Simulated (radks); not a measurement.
Species: Lu2+. Configuration: [Xe] 4f14 6s1. Method: scalar-relativistic Kohn-Sham, exchange-only LDA, spin-polarised, spherical densities, point nucleus; open shells are filled with parallel spins first (spin-orbit coupling, left out, can overturn this in heavy ions); computed with a radial shooting solver on a logarithmic mesh with Libxc functionals.

Normalised radial functions P(r) = r R(r), r in bohr:

```
   r/bohr * 5p up, o 5p down (the largest magnitude, 0.945, reaches the edge; | marks zero, & curves that meet)
  0.00174                             &
 0.002358                             &
 0.003195                             &
  0.00433                             &
 0.005869                             |&
 0.007891                             |&
  0.01069                             | &
  0.01449                             |  &
  0.01964                             |   &
  0.02662                             |     &
  0.03608                             |      &
  0.04851                             |     &
  0.06574                             |   &
  0.08909                            &|
   0.1207                      &      |
   0.1636                    &        |
     0.22                         &   |
   0.2982                             |       &
   0.4041                             |             &
   0.5477                             |     &
   0.7422                 &           |
   0.9979   &                         |
    1.352  &                          |
    1.833           &                 |
    2.484                     &       |
    3.367                           & |
    4.526                             &
    6.134                             &
    8.314                             &
```

5p up: eigenvalue -47.546 eV, 3 radial nodes at r = 0.0832, 0.243, 0.610 bohr, <r> = 1.39 bohr, 90 % of the charge inside 2.04 bohr. 5p down: eigenvalue -47.323 eV, 3 radial nodes at r = 0.0832, 0.243, 0.610 bohr, <r> = 1.38 bohr, 90 % of the charge inside 2.02 bohr.
